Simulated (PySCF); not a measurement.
C$_{3}$H$_{7}$O (SMILES CC(C)[O]), doublet, geometry from GFN2-xTB. Base run: BLYP/STO-3G run with PySCF.

Geometry (Å):
```xyz
11

O      0.0888     1.4162    -0.0233
C      0.0096     0.1414     0.2726
H      0.0110     0.1136     1.3971
C     -1.3201    -0.5440    -0.1188
C      1.2411    -0.7048    -0.1259
H     -1.3636    -0.6128    -1.2033
H      1.2696    -0.7781    -1.2106
H     -2.1629     0.0526     0.2194
H      2.1537    -0.2183     0.2074
H     -1.3820    -1.5407     0.3080
H      1.1802    -1.7015     0.3009
```
Charge 0, spin multiplicity 2.
Orbitals are unrestricted.
All else is at PySCF's defaults.
Base energy -191.09503 Eh.

The base run was repeated with changes; each row names its change, and settings that it needs were set with it.

```csv
change,ΔE vs base (mEh),grid points,electrons on the grid
base,0.000,125096,33.00000
grids.level = 2,0.000,82440,33.00000
grids.prune = dft.gen_grid.sg1_prune,0.029,55560,32.99991
"grids.atom_grid = (30, 110)",0.150,27096,32.99909
small_rho_cutoff = 0,0.000,125096,33.00000
"grids.atom_grid = (50, 194)",0.023,72680,32.99991
grids.level = 1,0.035,38024,32.99990
grids.level = 0,-23.674,8688,32.99815
grids.level = 7,0.000,697392,33.00000
grids.radi_method = gauss_chebyshev,0.000,122288,32.99999
grids.level = 4,0.000,224040,33.00000
```

Open shells are given as the SCF converged; they aren't shown to be the lowest states, and a large step between rows can be another state.
